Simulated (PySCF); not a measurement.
**Worked example: oscillator strength and radiative lifetime**

In(H)(Br)(vinyl) (C2H4BrIn), SMILES [CH](=C)[InH][Br].

The structure is a stationary point at PBE0-D3(BJ)/def2-SVP. The def2 effective core potentials stand for the cores of In; spin–orbit coupling is left out. One conformer was computed; it need not be the lowest.

PySCF with TDA-ωB97X/def2-SVPD puts the first singlet state with f over 0.02 at 5.88 eV (vertical), with the transition dipole (0.061, -0.672, 0.000) in atomic units.

Q: Find the oscillator strength, the wavelength and the radiative lifetime that this transition would have in vacuum if emission retraced absorption.

A: 
|μ|² = 0.4553 au, so |μ| = 1.72 D. ΔE = 5.88/27.211 = 0.2161 hartree. f = (2/3) ΔE |μ|² = 0.066 (the program prints 0.066).
λ = 1239.84/5.88 = 211 nm; ν = 47425 cm⁻¹.
Einstein's coefficient A = 0.6670 ν² f s⁻¹ (ν in cm⁻¹) = 9.8e7 s⁻¹, so τ = 1/A = 10 ns. This state is S3; the lower singlets have f = 0.000, 0.002. The figure is the radiative limit of this one transition; relaxation, internal conversion, crossing to triplets and a medium change what is measured.
